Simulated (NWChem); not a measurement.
System: CHCl2F; SMILES FC(Cl)Cl

```xyz
5

F      1.5952    -0.1809     0.0000
C      0.3872     0.4094     0.0000
Cl    -0.4994    -0.0603    -1.4819
Cl    -0.4994    -0.0603     1.4819
H      0.4963     1.4924     0.0000
```
Atoms are numbered in this order, from 1.

Program: NWChem. Pople sets run with spherical d functions. STO-3G and 3-21G are far too small for this property and stand as cheap habits. Coordinates come from a B3LYP/6-31G* (spherical d) optimisation. GIAO values for the isolated, static molecule; σ is the absolute isotropic shielding, δ = σ(reference) − σ with the isolated reference molecule computed at the same levels (13C: tetramethylsilane, 19F: trichlorofluoromethane, 1H: tetramethylsilane).

```json
[
 {"level": "Hartree-Fock/STO-3G", "δ F1 (ppm)": "-39.6", "δ C2 (ppm)": "95.7", "σ Cl3 (ppm)": "972.4", "δ H5 (ppm)": "4.87", "relative time": "1"},
 {"level": "B3LYP/6-311G**", "δ F1 (ppm)": "-90.5", "δ C2 (ppm)": "125.3", "σ Cl3 (ppm)": "556.9", "δ H5 (ppm)": "7.18", "relative time": "20"},
 {"level": "B3LYP/6-31G*", "δ F1 (ppm)": "-84.7", "δ C2 (ppm)": "119.3", "σ Cl3 (ppm)": "573.4", "δ H5 (ppm)": "7.41", "relative time": "10"}
]
```

Relative times are rough (shared machine, one core).
